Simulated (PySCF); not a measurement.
**Zr+ (zirconium, charge +1) across methods**

[Kr] 4d2 5s1, high-spin 4F determinant. Computed with PySCF 2.14 in aug-cc-pVTZ-PP with ECP28MDF (6s6p5d3f2g, 88 functions), with scalar relativity through the core potential.

```csv
method,E (hartree),mean ε 4p β (eV),mean ε 4d α (eV),mean ε 5s α (eV),Σ⟨r²⟩ (bohr²),⟨S²⟩
PBE,-46.5182,-38.302,-10.894,-10.476,40.35,3.751
r2SCAN,-46.5398,-39.060,-11.200,-10.604,40.22,3.752
wB97X,-46.4896,-42.997,-14.175,-12.512,40.30,3.751
r2SCANh,-46.5297,-39.780,-11.665,-10.840,40.20,3.752
wB97M-V,-46.4343,-43.016,-14.215,-12.681,40.59,3.751
LDA,-46.3727,-38.285,-10.802,-10.717,40.40,3.750
PBE0,-46.5087,-40.390,-12.159,-11.067,40.26,3.752
UHF,-46.11511,-45.580,-15.465,-12.425,40.94,3.756
```

Q: Estimate the same row for B3LYP.

A: E (hartree) = -46.5328; mean ε 4p β (eV) = -40.023; mean ε 4d α (eV) = -11.822; mean ε 5s α (eV) = -10.956; Σ⟨r²⟩ (bohr²) = 40.28; ⟨S²⟩ = 3.751.

Energies and moments cover only the electrons outside the core potential.
